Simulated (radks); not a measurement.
Values are calculated unless marked as measured or tabulated.
The nuclear charge of neutral molybdenum is varied continuously with 42 electrons held in [Kr] 4d5 5s1. Level of theory: scalar-relativistic Kohn-Sham, PBE, spin-unpolarised, spherical densities, point nucleus (a radial shooting solver on a logarithmic mesh with Libxc functionals). By the Hellmann-Feynman theorem dE/dZ = E(electron-nucleus)/Z, the electronic potential at the nucleus. The scalar-relativistic energy here is not variational (the density holds large components alone), so the two differ by a part that grows with Z.

Z,E (hartree),E(electron-nucleus)/Z (hartree),HOMO,e(HOMO) (eV),<r> HOMO (bohr)
41.75,-3990.64661,-230.409,4d,-1.780,2.128
42,-4048.61939,-232.315,4d,-3.753,2.000
42.25,-4107.07113,-234.218,5s,-5.702,3.429
42.5,-4166.00096,-236.117,5s,-7.466,3.282
42.75,-4225.40827,-238.014,5s,-9.366,3.152
43,-4285.29265,-239.909,5s,-11.394,3.036

The central difference of E at Z = 42 is -232.849 hartree, to compare with the third column; the second derivative is -7.66 hartree.
